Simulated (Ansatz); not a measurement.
Ansatz (a program for electronic structure) input file for PbCl2, SMILES [Pb]([Cl])[Cl] (connectivity only; charge and spin as stated), neutral, multiplicity 1, B3LYP-D3(BJ)/def2-TZVP. 

Ansatz 0.2 input:
```yaml
crystal:
  periodic: [false, false, false]
  atoms:
    - {symbol: Pb, position_ang: [-0.00000000, 0.00000000, 0.46342812]}
    - {symbol: Cl, position_ang: [0.00000000, -1.91357422, -1.11767957]}
    - {symbol: Cl, position_ang: [-0.00000000, 1.91357421, -1.11767958]}
basis:
  gaussian:
    orbitals: def2-TZVP
hamiltonian:
  xc: b3lyp
  dispersion: d3bj
relax: {f_tol: 0.002, max_steps: 200}
```

Program output:

```
WARN ansatz: RAYON_NUM_THREADS=1 ignored (pool sized by the plan → 1); use --threads N
Functional definition: B3LYP
integrals: 0.05 GiB planned
956 factors; their error is unknown
mean field: 0.46 GiB planned
mean field evaluation 1: about -30298.0164 eV, gradient 2.7e1 eV
mean field evaluation 2: about -30290.0913 eV, gradient 6.1e1 eV
mean field evaluation 4: about -30300.3014 eV, gradient 1.8e0 eV
mean field evaluation 8: about -30300.3092 eV, gradient 2.4e-2 eV
mean field evaluation 16: about -30300.4016 eV, gradient 4.9e-5 eV
mean field -30300.40160971 eV, -1113.5192208070 hartree, gradient 4.9e-5 eV, S^2 0.000000; 0 other end points of the search recorded, 0 dependent functions left out
the calculation of the forces begins
reference -30300.40184135 eV, -1113.5192293194 hartree; 28, 28 occupied and 96, 96 virtual orbitals, 956 factors
relax step   1: F+E_penalty+E_count = -30300.58044093 eV  Δ(F+E_penalty+E_count) = +0.000e0 eV  max|allowed force component| = 5.662e-2 eV/Å  Δτ_max = 0.0000 Å  (28 SCF iters, accepted)
these checks for a lower state are left out or cut short: starts, cluster_reference, orbital_swaps, neighbouring_geometries, increment
integrals: 0.05 GiB planned
956 factors; their error is unknown
mean field: 0.46 GiB planned
mean field -30300.40090413 eV, -1113.5191948773 hartree, gradient 1.5e-5 eV, S^2 0.000000; 0 other end points of the search recorded, 0 dependent functions left out
the calculation of the forces begins
reference -30300.40113542 eV, -1113.5192033771 hartree; 28, 28 occupied and 96, 96 virtual orbitals, 956 factors
relax step   2: F+E_penalty+E_count = -30300.58100205 eV  Δ(F+E_penalty+E_count) = -5.611e-4 eV  max|allowed force component| = 5.014e-2 eV/Å  Δτ_max = 0.0262 Å  (31 SCF iters, accepted)
these checks for a lower state are left out or cut short: starts, cluster_reference, orbital_swaps, neighbouring_geometries, increment
integrals: 0.05 GiB planned
956 factors; their error is unknown
mean field: 0.46 GiB planned
mean field evaluation 32: about -30300.4015 eV, gradient 1.5e-5 eV
mean field -30300.40147146 eV, -1113.5192157263 hartree, gradient 1.5e-5 eV, S^2 0.000000; 0 other end points of the search recorded, 0 dependent functions left out
the calculation of the forces begins
reference -30300.40170284 eV, -1113.5192242293 hartree; 28, 28 occupied and 96, 96 virtual orbitals, 956 factors
relax step   3: F+E_penalty+E_count = -30300.58120986 eV  Δ(F+E_penalty+E_count) = -2.078e-4 eV  max|allowed force component| = 7.305e-4 eV/Å  Δτ_max = 0.0078 Å  (32 SCF iters, accepted)
integrals: 0.05 GiB planned
956 factors; their error is unknown
mean field: 0.46 GiB planned
mean field -30300.40147146 eV, -1113.5192157263 hartree, gradient 1.6e-5 eV, S^2 0.000000; 1 other end points of the search recorded, 0 dependent functions left out
the calculation of the forces begins
reference -30300.40170284 eV, -1113.5192242293 hartree; 28, 28 occupied and 96, 96 virtual orbitals, 956 factors
Total energy: -30300.58144123 eV, -1113.5258294936 hartree
Atom 0 at    -0.000000    -0.000000     0.477382 Å, force    -0.000000     0.000000    -0.000496 eV/Å
Atom 1 at     0.000000    -1.896542    -1.124656 Å, force     0.000000     0.000731     0.000248 eV/Å
Atom 2 at     0.000000     1.896542    -1.124656 Å, force     0.000000    -0.000731     0.000248 eV/Å
Dipole moment:    -0.000000     0.000000     0.962762 e Å
```

Self-consistency was reached.

Cost: around 11 core-seconds (rough).
